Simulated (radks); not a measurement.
The numbers below are computed, except where a source is named.
Question: Coherent X-ray form factor from a spherical all-electron density. Code: a radial shooting solver on a logarithmic mesh with Libxc functionals. Model: non-relativistic Kohn-Sham, PBE, spin-polarised, spherical densities, point nucleus.

sin(theta)/lambda (1/angstrom)  f0 (electrons)
0.05                                     1.955
0.1                                      1.829
0.15                                     1.649
0.2                                      1.443
0.25                                     1.237
0.3                                      1.046
0.4                                      0.731
0.5                                      0.507
0.6                                      0.354
0.8                                      0.180
1                                        0.098
1.25                                     0.050
1.5                                      0.027
2                                        0.010

The species is in the configuration that NIST lists as its ground one. Which atom or ion scatters so?

Answer: Neutral helium, [He]. Extrapolating in s^2 from the first two rows gives f0(0) = 2.0, near the electron count 2; among species with that count, the fall with angle is slower the higher Z, and the table is that of Z = 2; from so few rows the species is fixed only to a neighbour or two.
